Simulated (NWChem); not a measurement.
Program: NWChem. System: H₄AsSi, charge 1, spin multiplicity 1, at the geometry of a parent with another charge or spin, in a state set for the comparison that need not be this species' ground state. Level: RHF/def2-TZVPD.

Job file:

```
start mol
memory heap 200 mb stack 900 mb global 1100 mb
charge 1
geometry units angstroms nocenter noautoz noautosym
  Si    -1.441537    -0.564650     0.044791
  As     0.745509     0.340537    -0.025762
  H     -1.648917    -1.354971     1.298498
  H     -2.432895     0.552270     0.008138
  H     -1.680564    -1.461883    -1.128914
  H      1.342110    -1.068031     0.045343
end
basis spherical
  * library def2-tzvpd
end
scf
  rhf
  nopen 0
  maxiter 100
  thresh 1e-7
  semidirect memsize 60000000 filesize 0
end
task scf energy
```

NWChem printed:

```
             Northwest Computational Chemistry Package (NWChem) 7.3.0
             --------------------------------------------------------

                                NWChem Input Module
                                -------------------

 Scaling coordinates for geometry "geometry" by  1.889725989
 (inverse scale =  0.529177249)

                             Geometry "geometry" -> ""
                             -------------------------

 Output coordinates in angstroms (scale by  1.889725989 to convert to a.u.)

  No.       Tag          Charge          X              Y              Z
 ---- ---------------- ---------- -------------- -------------- --------------
    1 Si                  14.0000    -1.44153700    -0.56465000     0.04479100
    2 As                  33.0000     0.74550900     0.34053700    -0.02576200
    3 H                    1.0000    -1.64891700    -1.35497100     1.29849800
    4 H                    1.0000    -2.43289500     0.55227000     0.00813800
    5 H                    1.0000    -1.68056400    -1.46188300    -1.12891400
    6 H                    1.0000     1.34211000    -1.06803100     0.04534300

 Effective nuclear repulsion energy (a.u.)     149.5657348611

            Nuclear Dipole moment (a.u.)
            ----------------------------
        X                 Y               Z
 ---------------- ---------------- ----------------
     0.0000245664     0.0000113384    -0.0000132281


 Summary of "ao basis" -> "" (spherical)
 ------------------------------------------------------------------------------
       Tag                 Description            Shells   Functions and Types
 ---------------- ------------------------------  ------  ---------------------
 *                         def2-tzvpd                 on all atoms

 Summary of "ao basis" -> "ao basis" (spherical)
 ------------------------------------------------------------------------------
       Tag                 Description            Shells   Functions and Types
 ---------------- ------------------------------  ------  ---------------------
 Si                        def2-tzvpd               15       43   6s5p3d1f
 As                        def2-tzvpd               18       54   7s5p5d1f
 H                         def2-tzvpd                5        9   3s2p

                                 NWChem SCF Module
                                 -----------------

  ao basis        = "ao basis"
  functions       =   133
  atoms           =     6
  closed shells   =    25
  open shells     =     0
  charge          =   1.00
  wavefunction    = RHF
  use symmetry    = F
  symmetry adapt  = F

 Summary of "ao basis" -> "ao basis" (spherical)
 ------------------------------------------------------------------------------
       Tag                 Description            Shells   Functions and Types
 ---------------- ------------------------------  ------  ---------------------
 Si                        def2-tzvpd               15       43   6s5p3d1f
 As                        def2-tzvpd               18       54   7s5p5d1f
 H                         def2-tzvpd                5        9   3s2p

 Forming initial guess at       0.1s

      Superposition of Atomic Density Guess
      -------------------------------------

 Sum of atomic energies:       -2524.97221970

 Renormalizing density from      51.00 to     50

      Non-variational initial energy
      ------------------------------

 Total energy =   -2494.811650
 1-e energy   =   -3740.311122
 2-e energy   =    1095.933737
 HOMO         =      -0.643073
 LUMO         =      -0.546499

 Starting SCF solution at       4.9s

 ----------------------------------------------
         Quadratically convergent ROHF

 Convergence threshold     :          1.000E-07
 Maximum no. of iterations :          100
 Final Fock-matrix accuracy:          1.000E-09
 ----------------------------------------------

              iter       energy          gnorm     gmax       time
             ----- ------------------- --------- --------- --------
                 1    -2524.8335718094  4.01D+00  1.05D+00      5.2
                 2    -2525.0946987604  1.21D+00  4.05D-01      5.6
                 3    -2525.1267245088  9.84D-01  2.62D-01      6.0
                 4    -2525.1429938170  1.40D-01  3.30D-02      6.7
                 5    -2525.1442566668  1.30D-02  7.35D-03      7.7
                 6    -2525.1443055451  1.35D-04  3.19D-05      9.5
                 7    -2525.1443055480  9.19D-09  2.04D-09     12.9

       Final RHF  results
       ------------------

         Total SCF energy =  -2525.144305547956
      One-electron energy =  -3803.162556888360
      Two-electron energy =   1128.452516479329
 Nuclear repulsion energy =    149.565734861074

        Time for solution =      8.1s

             Final eigenvalues
             -----------------

              1
    1 -432.8891
    2  -68.9867
    3  -56.6126
    4  -50.4587
    5  -50.4558
    6  -50.4554
    7   -8.3320
    8   -6.3371
    9   -6.1915
   10   -6.1809
   11   -6.1784
   12   -4.4437
   13   -4.4426
   14   -4.4423
   15   -2.4256
   16   -2.4213
   17   -2.4181
   18   -2.4062
   19   -2.4042
   20   -1.0663
   21   -0.8925
   22   -0.7226
   23   -0.6774
   24   -0.6631
   25   -0.6246
   26   -0.2826
   27   -0.1030
   28   -0.0890
   29   -0.0605
   30   -0.0498
   31   -0.0433
   32   -0.0120
   33   -0.0057
   34   -0.0053
   35    0.0033

                       ROHF Final Molecular Orbital Analysis
                       -------------------------------------

 Vector   23  Occ=2.000000D+00  E=-6.773635D-01
              MO Center= -1.5D+00, -1.1D+00,  5.9D-02, r^2= 2.1D+00
   Bfn.  Coefficient  Atom+Function         Bfn.  Coefficient  Atom+Function
  ----- ------------  ---------------      ----- ------------  ---------------
    18      0.327298  1 Si pz               117     -0.224088  5 H  s
    99      0.221283  3 H  s

 Vector   24  Occ=2.000000D+00  E=-6.631167D-01
              MO Center= -1.6D+00, -7.0D-02,  3.2D-02, r^2= 2.8D+00
   Bfn.  Coefficient  Atom+Function         Bfn.  Coefficient  Atom+Function
  ----- ------------  ---------------      ----- ------------  ---------------
   108      0.263203  4 H  s                 17      0.244494  1 Si py
    16     -0.186290  1 Si px               107      0.158473  4 H  s
    60      0.153103  2 As px

 Vector   25  Occ=2.000000D+00  E=-6.246496D-01
              MO Center=  2.5D-01,  1.0D-01, -7.8D-03, r^2= 3.1D+00
   Bfn.  Coefficient  Atom+Function         Bfn.  Coefficient  Atom+Function
  ----- ------------  ---------------      ----- ------------  ---------------
    60      0.361421  2 As px                61      0.306902  2 As py
    63      0.252323  2 As px                64      0.219348  2 As py
    48      0.199913  2 As s                 16     -0.197633  1 Si px
    49      0.195461  2 As s                 54     -0.193146  2 As px
    55     -0.164966  2 As py

 Vector   26  Occ=0.000000D+00  E=-2.825566D-01
              MO Center=  5.9D-01,  2.3D-01, -1.8D-02, r^2= 2.7D+00
   Bfn.  Coefficient  Atom+Function         Bfn.  Coefficient  Atom+Function
  ----- ------------  ---------------      ----- ------------  ---------------
    65      0.508172  2 As pz                62      0.478480  2 As pz
    56     -0.263333  2 As pz

 Vector   27  Occ=0.000000D+00  E=-1.030430D-01
              MO Center=  2.3D-01, -4.5D-02, -1.2D-03, r^2= 7.3D+00
   Bfn.  Coefficient  Atom+Function         Bfn.  Coefficient  Atom+Function
  ----- ------------  ---------------      ----- ------------  ---------------
     6      0.851915  1 Si s                 50      0.703201  2 As s
     5     -0.536903  1 Si s                127     -0.438981  6 H  s
   132     -0.318622  6 H  py                90     -0.229658  2 As d  2
   126      0.210213  6 H  s                 48     -0.195529  2 As s
    61      0.192292  2 As py                 4     -0.175951  1 Si s

 Vector   28  Occ=0.000000D+00  E=-8.904717D-02
              MO Center=  1.4D-01, -1.6D-01,  7.3D-03, r^2= 9.3D+00
   Bfn.  Coefficient  Atom+Function         Bfn.  Coefficient  Atom+Function
  ----- ------------  ---------------      ----- ------------  ---------------
    50      2.433386  2 As s                  6     -0.971819  1 Si s
   127     -0.746453  6 H  s                 19     -0.707431  1 Si px
     5      0.532839  1 Si s                 20     -0.513318  1 Si py
    64     -0.512940  2 As py               100     -0.421921  3 H  s
   118     -0.420077  5 H  s                 48     -0.322428  2 As s

 center of mass
 --------------
 x =   0.19563710 y =   0.11235715 z =  -0.00799163

 moments of inertia (a.u.)
 ------------------
          92.066011551668        -153.782842788111          12.152186944760
        -153.782842788111         410.986851748335           5.328681336662
          12.152186944760           5.328681336662         480.985193864912

  Mulliken analysis of the total density
  --------------------------------------

    Atom       Charge   Shell Charges
 -----------   ------   -------------------------------------------------------
    1 Si  14    13.82   2.00  0.58  1.39  0.82  0.69 -0.05  4.12  1.73  0.53  1.50  0.23  0.11  0.15 -0.00  0.02
    2 As  33    32.70   2.00  2.00  1.17  0.77  1.06  0.97  0.01  5.99  5.76  0.36  1.50  0.99  8.95  1.07  0.01  0.09 -0.00  0.01
    3 H    1     0.92   0.23  0.53  0.17  0.01 -0.02
    4 H    1     0.95   0.23  0.54  0.18  0.01 -0.01
    5 H    1     0.92   0.23  0.53  0.17  0.01 -0.02
    6 H    1     0.68   0.22  0.51 -0.03  0.01 -0.04

       Multipole analysis of the density wrt the origin
       ------------------------------------------------

     L   x y z        total         open         nuclear
     -   - - -        -----         ----         -------
     0   0 0 0      1.000000      0.000000     51.000000

     1   1 0 0      0.255832      0.000000      0.000025
     1   0 1 0     -0.196742      0.000000      0.000011
     1   0 0 1      0.007992      0.000000     -0.000013

     2   2 0 0    -18.032159      0.000000    216.751912
     2   1 1 0      0.980260      0.000000     77.446775
     2   1 0 1     -0.067647      0.000000     -6.215754
     2   0 2 0    -21.746768      0.000000     48.956489
     2   0 1 1      0.079131      0.000000     -2.844723
     2   0 0 2    -20.156048      0.000000     10.758384

 Task  times  cpu:       13.0s     wall:       13.0s

 Total times  cpu:       13.0s     wall:       13.0s
```
